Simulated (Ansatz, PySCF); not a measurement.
Be(SeH)(GeH3) (BeGeH4Se), SMILES [GeH3][Be][SeH].

Geometry: B3LYP-D3(BJ)/def2-SVP. The structure was generated by enumeration; whether it is a known compound was not checked. The values are those of a single conformer.

Vertical ionisation energy (IE) and electron affinity (EA) in eV. Rows of orbital energies are one-electron estimates. Where ΔSCF, EOM or ADC give a negative EA the extra electron is unbound and the value depends on the basis.

```csv
level,IE,EA
"−ε(HOMO), −ε(LUMO), HF/def2-TZVPD (PySCF)",9.89,-1.04
"−ε(HOMO), −ε(LUMO), PBE/def2-TZVPD (PySCF)",6.40,2.34
"ΔSCF, CAM-B3LYP/def2-SVPD (Ansatz), final states of multiplicity 2 and 2",9.78,0.01
"ΔSCF, PBE/def2-SVPD (Ansatz), final states of multiplicity 2 and 2",9.37,0.16
```

**Question.** What vertical singlet–triplet gap does ΔSCF give with CAM-B3LYP/def2-SVPD (Ansatz, a program for electronic structure) and with PBE/def2-SVPD (Ansatz)? (Estimate from the structure and the level; the computed values follow.)

**Answer.** 4.57 and 3.95 eV (triplet above singlet where positive).
